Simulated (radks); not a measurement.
All-electron atom: Dy50+ in [Ne] 3s2 3p4. Method: scalar-relativistic Kohn-Sham, SCAN, spin-polarised, spherical densities, finite nucleus; open shells are filled with parallel spins first (spin-orbit coupling, left out, can overturn this in heavy ions); meta-GGA in the generalised Kohn-Sham scheme; Fermi nuclear charge, rms radius 5.2218 fm; computed with a radial shooting solver on a logarithmic mesh with Libxc functionals. Some entries of the table are withheld. Estimate them.

| orbital | occ. | eigenvalue (hartree) | <1/r> (bohr^-1) |
|---|---|---|---|
| 1s up | 1 | -2102.604 | 74.56 |
| 1s down | 1 | -2102.345 | 74.57 |
| 2s up | 1 | -452.8339 | (1) |
| 2s down | 1 | -452.6678 | (2) |
| 2p up | 3 | -416.5847 | 16.26 |
| 2p down | 3 | -416.3137 | 16.26 |
| 3s up | 1 | -178.3592 | 7.055 |
| 3s down | 1 | -177.4609 | 7.037 |
| 3p up | 3 | -167.2248 | (3) |
| 3p down | 1 | -166.3218 | (4) |

Answer. 
(1) 2s up <1/r> (bohr^-1): 17.56
(2) 2s down <1/r> (bohr^-1): 17.55
(3) 3p up <1/r> (bohr^-1): 6.660
(4) 3p down <1/r> (bohr^-1): 6.652
